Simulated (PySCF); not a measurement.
**SMILES C=CCBr, C₃H₅Br**

Geometry:
```csv
atom,x (Å),y (Å),z (Å)
C1,-1.251,-0.325,0.608
C2,-0.257,0.460,0.216
C3,0.839,0.007,-0.668
Br4,2.565,0.096,0.260
H5,-2.046,0.048,1.242
H6,-1.303,-1.366,0.307
H7,-0.216,1.496,0.540
H8,0.966,0.648,-1.539
H9,0.718,-1.027,-0.981
```

Computed, not measured: PySCF 2.14.0, quadratic response CAM-B3LYP/aug-cc-pVTZ first hyperpolarisability, Taylor convention, gas phase. Geometry: PBE0-D3(BJ)/def2-TZVP.

The calculation is non-relativistic, which matters for the atoms heavier than Zn.

Question: Give the tensor of the second harmonic β(−2ω;ω,ω) at 1907 nm in the axes of these coordinates.

Answer: In au, Taylor convention; rows are the first index (the induced dipole):
|  | xx | yy | zz | xy | xz | yz |
| --- | --- | --- | --- | --- | --- | --- |
| x | -109.9 | -23.9 | -9.2 | 0.0 | +27.8 | +0.2 |
| y | -0.4 | -7.6 | +3.1 | -23.6 | +0.3 | -9.4 |
| z | +27.8 | -9.4 | -33.2 | +0.2 | -9.2 | +3.0 |

Norm of βᵢ = ⅓ Σⱼ (βᵢⱼⱼ + βⱼᵢⱼ + βⱼⱼᵢ): 143.6 au, hyper-Rayleigh value 57.2 au.
